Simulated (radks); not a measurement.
These are the eigenvalues of the occupied orbitals of an atom or ion with whole-number occupations (eV). Method: scalar-relativistic Kohn-Sham, r2SCAN, spin-polarised, spherical densities, finite nucleus; meta-GGA in the generalised Kohn-Sham scheme; Fermi nuclear charge, rms radius of each element as measured or else 0.836 A^(1/3) + 0.57 fm; computed with a radial shooting solver on a logarithmic mesh with Libxc functionals.

| orbital | eigenvalue |
|---|---|
| 1s down | -69562.37 |
| 1s up | -69562.35 |
| 2s up | -12032.23 |
| 2s down | -12031.98 |
| 2p up | -10520.81 |
| 2p down | -10520.62 |
| 3s up | -2780.735 |
| 3s down | -2780.732 |
| 3p up | -2331.024 |
| 3p down | -2331.001 |
| 3d up | -1812.726 |
| 3d down | -1812.599 |
| 4s up | -579.1500 |
| 4s down | -578.9779 |
| 4p up | -430.9752 |
| 4p down | -430.8296 |
| 4d up | -242.1748 |
| 4d down | -241.9958 |
| 5s up | -81.4412 |
| 5s down | -79.6550 |
| 5p up | -45.3434 |
| 5p down | -42.7582 |
| 4f up | -33.4602 |
| 4f down | -33.0501 |
| 6s up | -6.5570 |
| 5d up | -5.6707 |
| 6s down | -4.8503 |

Which element is it, and in what charge state? The configuration may be excited. Open shells, if any, are filled with parallel spins first.

Answer. Z = 74, tungsten, charge 0: W in [Xe] 4f14 5d4 6s2. The list shows which subshells hold electrons but not how many an open one holds; the 1s level, -2556.4 hartree, gives Z - s = 71.5 by -(Z - s)^2/2, which with screening and relativity narrows Z to a few neighbours, and the depths of the outer levels then fix element, charge and occupations together.
